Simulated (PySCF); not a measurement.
## Br²⁺ (bromine, charge +2): UHF calculation

Configuration: [Ar] 3d10 4s2 4p3, high-spin 4S determinant. Computed with PySCF 2.14 in def2-TZVP, with no relativity, point nucleus.

| Item | Value |
| --- | --- |
| Total energy | -2571.258062 hartree |
| One-electron energy | -3552.0176 hartree |
| Hartree (Coulomb) energy | 1069.8552 hartree |
| Exchange energy | -89.0956 hartree |
| Kinetic energy | 2571.20192 hartree |
| ⟨S²⟩ | 3.7506 |
| ⟨L²⟩ | 0.000 |
| Sum of ⟨r⟩ | 20.69 bohr |
| Sum of ⟨r²⟩ | 25.42 bohr² |
| Density at the nucleus (Gaussians lack the cusp) | 28800 bohr⁻³ |
| Spin density at the nucleus | -0.154 bohr⁻³ |
| Langevin diamagnetic susceptibility | -20.1 ×10⁻⁶ cm³/mol |
| Time after the integrals | 0.21 s of wall time on 1 thread of Neoverse-N1 (shared host) |

```json
{"shell": "1s α", "electrons": "1", "mean orbital energy (eV)": "-13359.5", "rms radius, mean of both spins (bohr)": "0.0505"}
{"shell": "1s β", "electrons": "1", "mean orbital energy (eV)": "-13359.1", "rms radius, mean of both spins (bohr)": "0.0505"}
{"shell": "2s α", "electrons": "1", "mean orbital energy (eV)": "-1798.2", "rms radius, mean of both spins (bohr)": "0.210"}
{"shell": "2s β", "electrons": "1", "mean orbital energy (eV)": "-1798.0", "rms radius, mean of both spins (bohr)": "0.210"}
{"shell": "2p α", "electrons": "3", "mean orbital energy (eV)": "-1617.5", "rms radius, mean of both spins (bohr)": "0.185"}
{"shell": "2p β", "electrons": "3", "mean orbital energy (eV)": "-1617.0", "rms radius, mean of both spins (bohr)": "0.185"}
{"shell": "3s α", "electrons": "1", "mean orbital energy (eV)": "-292.81", "rms radius, mean of both spins (bohr)": "0.598"}
{"shell": "3s β", "electrons": "1", "mean orbital energy (eV)": "-291.99", "rms radius, mean of both spins (bohr)": "0.598"}
{"shell": "3p α", "electrons": "3", "mean orbital energy (eV)": "-227.74", "rms radius, mean of both spins (bohr)": "0.612"}
{"shell": "3p β", "electrons": "3", "mean orbital energy (eV)": "-226.63", "rms radius, mean of both spins (bohr)": "0.612"}
{"shell": "3d α", "electrons": "5", "mean orbital energy (eV)": "-111.62", "rms radius, mean of both spins (bohr)": "0.646"}
{"shell": "3d β", "electrons": "5", "mean orbital energy (eV)": "-111.05", "rms radius, mean of both spins (bohr)": "0.646"}
{"shell": "4s α", "electrons": "1", "mean orbital energy (eV)": "-52.038", "rms radius, mean of both spins (bohr)": "1.76"}
{"shell": "4s β", "electrons": "1", "mean orbital energy (eV)": "-42.463", "rms radius, mean of both spins (bohr)": "1.76"}
{"shell": "4p α", "electrons": "3", "mean orbital energy (eV)": "-35.158", "rms radius, mean of both spins (bohr)": "1.98"}
```
